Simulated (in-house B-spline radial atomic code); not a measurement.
The numbers below are computed, except where a source is named.
**Zn ion on As atom: potential, deflection and energy transfer**

The pair potential comes from two frozen, spherical free-atom densities (PBE, B-spline radial code, scalar-relativistic past argon): electrostatics plus the change in Thomas-Fermi kinetic and Dirac exchange energy where they overlap, the recipe behind the universal ZBL potential, which averages such potentials (from solid-state densities) over many pairs. It is written V = (Z1 Z2 e²/r) φ(r/a), with e² = 14.3996 eV·Å and a = 0.46850 Å/(Z1^0.23 + Z2^0.23); ZBL's fit is φ = 0.18175 e^(−3.1998x) + 0.50986 e^(−0.94229x) + 0.28022 e^(−0.4029x) + 0.02817 e^(−0.20162x). Where φ falls below 4e-4 it is continued as an exponential.

Masses 65.38 and 74.92 u.

```json
{"x = r/a": "0.1", "φ, this pair": "0.8929", "φ, ZBL": "0.8928"}
{"x = r/a": "0.5", "φ, this pair": "0.6229", "φ, ZBL": "0.6096"}
{"x = r/a": "1.5", "φ, this pair": "0.3115", "φ, ZBL": "0.2995"}
{"x = r/a": "3", "φ, this pair": "0.1353", "φ, ZBL": "0.1292"}
{"x = r/a": "5", "φ, this pair": "0.05317", "φ, ZBL": "0.05224"}
{"x = r/a": "8", "φ, this pair": "0.01598", "φ, ZBL": "0.01705"}
{"x = r/a": "12", "φ, this pair": "0.00442", "φ, ZBL": "0.00474"}
{"x = r/a": "17", "φ, this pair": "0.001159", "φ, ZBL": "0.001212"}
```

Task: At x = 2 the electrostatic, kinetic and exchange parts are 7546.67, 8423.58 and -386.83 eV. Find r, V and φ.

Result: a = 0.46850/(2.1864 + 2.2349) = 0.10596 Å, so r = 0.21193 Å. V = 7546.67 + 8423.58 + (-386.83) = 15583.42 eV. The bare repulsion is 30 × 33 × 14.3996/0.21193 = 67267 eV, so φ = 0.2317, +4.5 % against ZBL's 0.2218. The kinetic (Pauli) term is 54 % of V here.

Task: The ion comes in at 2.519 keV with impact parameter 0.2119 Å. The scattering integral gives a centre-of-mass angle of 120.7° and a closest approach of 5.347 a. What are the reduced energy, the energy passed on and the laboratory angles?

Result: ε = E a M2/(Z1 Z2 e² (M1 + M2)) = 2519 × 3.9693e-06 = 0.01. The most that one collision can pass on is γE with γ = 4 M1 M2/(M1 + M2)² = 0.9954. Here T = γE sin²(θ/2) = 0.9954 × 2519 × 0.7549 = 1893 eV. The ion turns by arctan(sin θ/(cos θ + M1/M2)) = 67.1°, and the struck atom leaves at (180° − θ)/2 = 29.7°. The closest approach is 0.567 Å. With ZBL the angle would be 119.98° and T = 1880 eV.
